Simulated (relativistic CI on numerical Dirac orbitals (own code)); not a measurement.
**d5 in a ligand field**

Computed with a parametric ligand-field model of a d^n configuration (Racah B and C, spin-orbit zeta, crystal field), exact diagonalisation.

Field parameters in Wybourne normalisation: Oh B⁴₀ = 21Dq, B⁴₄ = √(5/14) B⁴₀. The field is a parameter set, without covalency.

Question: Lowest levels for B = 770, C = 2900, ζ = 410 cm⁻¹, Oh, 10Dq = 20400 cm⁻¹?

Answer: Γ7 0 (S 0.52), Γ8 749 (S 0.51), Γ8 2997 (S 2.48), Γ7 2999 (S 2.48), Γ8 7275 (S 1.52), Γ8 7318 (S 1.50), Γ7 7332 (S 1.52), Γ6 7384 (S 1.50), Γ6 12724 (S 1.50) cm⁻¹, with S from ⟨S²⟩ = S(S + 1). The ground level has 0.08 electrons in the cubic e pair.

Question: Lowest levels for B = 810, C = 2940, ζ = 130 cm⁻¹, Oh, 10Dq = 17050 cm⁻¹?

Answer: Γ7+Γ8 0 (S 2.50), Γ7 4637 (S 0.51), Γ8 4873 (S 0.50), Γ8 8073 (S 1.50), Γ7 8082 (S 1.50), Γ8 8100 (S 1.50), Γ6 8120 (S 1.50), Γ6 13625 (S 1.50), Γ8 13626 (S 1.50) cm⁻¹, with S from ⟨S²⟩ = S(S + 1). The ground level has 2.00 electrons in the cubic e pair.

Question: Lowest levels for B = 550, C = 2040, ζ = 370 cm⁻¹, Oh, 10Dq = 25450 cm⁻¹?

Answer: Γ7 0 (S 0.50), Γ8 646 (S 0.50), Γ8 15759 (S 1.50), Γ7 15788 (S 1.50), Γ8 15919 (S 1.50), Γ6 15998 (S 1.50), Γ6 19995 (S 1.50), Γ8 20004 (S 1.50), Γ8 20099 (S 1.50) cm⁻¹, with S from ⟨S²⟩ = S(S + 1). The ground level has 0.03 electrons in the cubic e pair.

Question: Lowest levels for B = 670, C = 2850, ζ = 1550 cm⁻¹, Oh, 10Dq = 31900 cm⁻¹?

Answer: Γ7 0 (S 0.53), Γ8 2798 (S 0.52), Γ8 19479 (S 1.55), Γ7 19883 (S 1.55), Γ8 20552 (S 1.50), Γ6 20940 (S 1.50), Γ6 25229 (S 1.49), Γ8 25340 (S 1.49), Γ8 25659 (S 1.48) cm⁻¹, with S from ⟨S²⟩ = S(S + 1). The ground level has 0.06 electrons in the cubic e pair.

Question: Lowest levels for B = 350, C = 1250, ζ = 610 cm⁻¹, Oh, 10Dq = 32700 cm⁻¹?

Answer: Γ7 0 (S 0.50), Γ8 1021 (S 0.50), Γ8 26742 (S 1.50), Γ7 26834 (S 1.50), Γ8 27036 (S 1.50), Γ6 27194 (S 1.50), Γ6 29586 (S 1.49), Γ8 29621 (S 1.49), Γ8 29794 (S 1.48) cm⁻¹, with S from ⟨S²⟩ = S(S + 1). The ground level has 0.01 electrons in the cubic e pair.
